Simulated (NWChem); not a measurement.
Lowest excitation of HCu

```
Cu
H 1 1.4632
```
Charge 0, spin multiplicity 1.

All runs are NWChem calculations. The geometry was optimised at PBE/def2-SVP, a minimum by its harmonic frequencies.

Basis set: def2-SVPD. CR-EOMCCSD(T) is the triples correction to the same EOM-CCSD root.

| method | lowest vertical singlet excitation energy (eV) | difference from EOM-CCSD |
|---|---|---|
| CIS | 3.74 | +1.17 |
| TD-PBE | 2.59 | +0.03 |
| CR-EOMCCSD(T) | 2.93 | +0.36 |
| EOM-CCSD | 2.57 | 0.00 |
| TD-B3LYP | 2.93 | +0.37 |
| TDA-BHandHLYP | 3.26 | +0.70 |

The values span 1.17 eV, from EOM-CCSD (lowest) to CIS (highest). 

The correlated methods keep 9 core orbitals frozen. B3LYP has NWChem's definition, with VWN1-RPA local correlation. The structure started from a generated list of species. Coupled-cluster values serve here as a point of comparison, not as the truth.
